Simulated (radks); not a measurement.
Charge is removed step by step from the 2s down level of the iridium ion Ir+, starting from [He] 2s(up 1, down 1) 2p6 3s2 3p6 3d10 4s2 4p6 4d10 4f14 5s2 5p6 5d7 6s1. Calculated with a radial shooting solver on a logarithmic mesh with Libxc functionals: non-relativistic Kohn-Sham, PBEsol, spin-polarised, spherical densities, point nucleus; open shells are filled with parallel spins first (spin-orbit coupling, left out, can overturn this in heavy ions); relativity is left out, which matters for an element this heavy.

removed (e) = 0: E - E(0) (eV) 0.000; eigenvalue (eV) -11498.3; E minus straight line (eV) 0.000
removed (e) = 0.1: E - E(0) (eV) 1150.7; eigenvalue (eV) -11515.6; E minus straight line (eV) -7.812
removed (e) = 0.2: E - E(0) (eV) 2303.1; eigenvalue (eV) -11532.9; E minus straight line (eV) -13.891
removed (e) = 0.3: E - E(0) (eV) 3457.3; eigenvalue (eV) -11550.3; E minus straight line (eV) -18.236
removed (e) = 0.4: E - E(0) (eV) 4613.2; eigenvalue (eV) -11567.7; E minus straight line (eV) -20.845
removed (e) = 0.5: E - E(0) (eV) 5770.8; eigenvalue (eV) -11585.0; E minus straight line (eV) -21.718
removed (e) = 0.6: E - E(0) (eV) 6930.2; eigenvalue (eV) -11602.4; E minus straight line (eV) -20.853
removed (e) = 0.7: E - E(0) (eV) 8091.3; eigenvalue (eV) -11619.8; E minus straight line (eV) -18.249
removed (e) = 0.8: E - E(0) (eV) 9254.1; eigenvalue (eV) -11637.2; E minus straight line (eV) -13.906
removed (e) = 0.9: E - E(0) (eV) 10418.7; eigenvalue (eV) -11654.6; E minus straight line (eV) -7.823
removed (e) = 1: E - E(0) (eV) 11585.1; eigenvalue (eV) -11672.0; E minus straight line (eV) 0.000

Removing the whole electron costs 11585.1 eV by Delta-SCF, against 11498.3 eV from minus the eigenvalue at the starting occupation. Slater's transition state (half an electron removed) gives 11585.0 eV. Integrating minus the eigenvalue over the occupation (Janak's theorem) gives 11585.1 eV. The mean slope of the eigenvalue, de/dn, is 174 eV per electron.
